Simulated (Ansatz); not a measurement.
Basis-set series for `C[N]=[W]([NH2])(=[O])[Cl]`. Charge 0, multiplicity 1. W takes the def2 core potential. The structure was optimised at the PBE0-D4/def2-TZVP level. It is one conformer, not always the lowest.

| functional | basis | functions | energy (Eh) | HOMO (eV) | LUMO (eV) |
| --- | --- | --- | --- | --- | --- |
| PBE0-D4 | def2-SVP | 131 | -752.57943 | -7.54 | -1.22 |
| PBE0-D4 | def2-TZVPP | 292 | -753.02782 | -7.59 | -1.35 |
| ωB97M-V | def2-SVP | 131 | -752.77402 | -9.78 | 0.84 |
| ωB97M-V | def2-TZVPP | 292 | -753.23101 | -9.83 | 0.67 |

Give the rows for def2-QZVPP. (Best estimate.)

Ansatz gave: 
```tsv
functional	basis	functions	energy (Eh)	HOMO (eV)	LUMO (eV)
PBE0-D4	def2-QZVPP	529	-753.05479	-7.62	-1.41
ωB97M-V	def2-QZVPP	529	-753.25670	-9.86	0.57
```

Positive LUMOs are unbound and depend on the basis.
